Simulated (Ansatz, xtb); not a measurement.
# Relative energy of two isomers of C5H5GeNS

Structure I is `N#[C][GeH2][c]1cccs1`, a singlet and structure II is `N#Cc1ccs[c]1[GeH3]`, a singlet. Both are isolated molecules in the gas phase, relaxed with PBE-D3(BJ)/def2-SVP; each stands in its lowest conformer found.

Quicker runs give these differences E(II) − E(I): GFN2-xTB −9.6 kcal/mol; HF/STO-3G +9.3 kcal/mol (at GFN2-xTB geometries); r2SCAN-D4/def2-SVP +2.7 kcal/mol (at GFN2-xTB geometries).

**Question.** Estimate E(II) − E(I) at the level CCSD(T)/def2-SVP + ΔMP2/def2-TZVPP.

**Answer.** Calculated at CCSD(T)/def2-SVP + ΔMP2/def2-TZVPP: E(II) − E(I) = +6.9 kcal/mol, so structure I lies lower.

How the difference moves with the method:

| level | geometry | E(II) − E(I) (kcal/mol) | departure from the last row (kcal/mol) | job, with rough time for the two |
| --- | --- | --- | --- | --- |
| GFN2-xTB | GFN2-xTB | −9.6 | −16.5 | optimisation, 0.29 s |
| HF/STO-3G | GFN2-xTB | +9.3 | +2.4 | single point, 0.66 s |
| r2SCAN-D4/def2-SVP | GFN2-xTB | +2.7 | −4.2 | single point, 5.2 s |
| PBE-D3(BJ)/def2-SVP | PBE-D3(BJ)/def2-SVP | +0.7 | −6.1 | optimisation, 58 s |
| HF/def2-SVP | PBE-D3(BJ)/def2-SVP | +6.5 | −0.4 | part of the CCSD(T) run |
| MP2/def2-SVP | PBE-D3(BJ)/def2-SVP | +2.2 | −4.6 | part of the CCSD(T) run |
| CCSD(T)/def2-SVP | PBE-D3(BJ)/def2-SVP | +3.2 | −3.7 | single point |
| CCSD(T)/def2-SVP + ΔMP2/def2-TZVPP | PBE-D3(BJ)/def2-SVP | +6.9 |  | single point, 2.2 min |

As drawn, II has 1 C–C, 1 Ge–H in place of 1 C–Ge, 1 C–H.

GFN2-xTB puts the two in the other order. The largest departure from CCSD(T)/def2-SVP + ΔMP2/def2-TZVPP is that of GFN2-xTB, 16.5 kcal/mol. The last row adds to CCSD(T) the change of the MP2 difference between the two basis sets, here +3.7 kcal/mol, a large step that makes the value less sure.

With thermal terms from frequencies at re-optimised GFN2-xTB minima (ideal gas, soft modes damped towards free rotors, one conformer each, 298.15 K, 1 atm): the zero-point term adds −1.3 kcal/mol; ΔH is +5.6 and ΔG +5.4 kcal/mol.

The correlated steps freeze 20 core orbitals; the filled d shell of Ge is correlated, in a basis made for valence electrons. Run with Ansatz 0.2.0, xtb 6.7.1; the last row on 4 threads of Arm Neoverse V1 on a shared host.
